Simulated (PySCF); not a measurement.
AlBr2, SMILES [Br][Al+][Br], charge +1.

Geometry: B3LYP-D3(BJ)/def2-TZVP. The multiplicity is an assumed one; other spin states were not compared. The isomer is the one that the SMILES or the coordinates give; other isomers of the formula were not compared.

These are TDDFT-PBE/def2-SVPD (PySCF) values and carry that method's errors.

Vertical excitations; the highest root listed may be one member of a degenerate set. The molecule is in vacuum. State labels are in the subgroup D2h.

Computed UV-visible absorptions:
```csv
state,symmetry,energy (eV),λ (nm),f,main pairs
S1,B2g,4.30,288,0.000,HOMO−1→LUMO (degenerate set)
S2,B3g,4.30,288,0.000,HOMO→LUMO (degenerate set)
S3,B2u,4.68,265,0.028,HOMO−3→LUMO (degenerate set)
S4,B3u,4.68,265,0.028,HOMO−2→LUMO (degenerate set)
S5,Au,5.63,220,0.000,"HOMO−1→LUMO+1 50 %, HOMO→LUMO+2 50 %"
S6,Au,5.71,217,0.000,"HOMO→LUMO+2, HOMO−1→LUMO+1 (degenerate set)"
S7,B1u,5.71,217,0.000,"HOMO−1→LUMO+2, HOMO→LUMO+1 (degenerate set)"
S8,B1g,5.95,208,0.000,"HOMO−3→LUMO+2 50 %, HOMO−2→LUMO+1 50 %"
S9,B1g,5.99,207,0.000,"HOMO−2→LUMO+1, HOMO−3→LUMO+2 (degenerate set)"
S10,Ag,5.99,207,0.000,"HOMO−3→LUMO+1, HOMO−2→LUMO+2 (degenerate set)"
T1,B2g,4.01,309,0,HOMO−1→LUMO (degenerate set)
T2,B3g,4.01,309,0,HOMO→LUMO (degenerate set)
T3,B2u,4.22,294,0,HOMO−3→LUMO (degenerate set)
T4,B3u,4.22,294,0,HOMO−2→LUMO (degenerate set)
```
Triplets are in the Tamm–Dancoff approximation, which puts them higher than full response would, so one can lie above its singlet here.
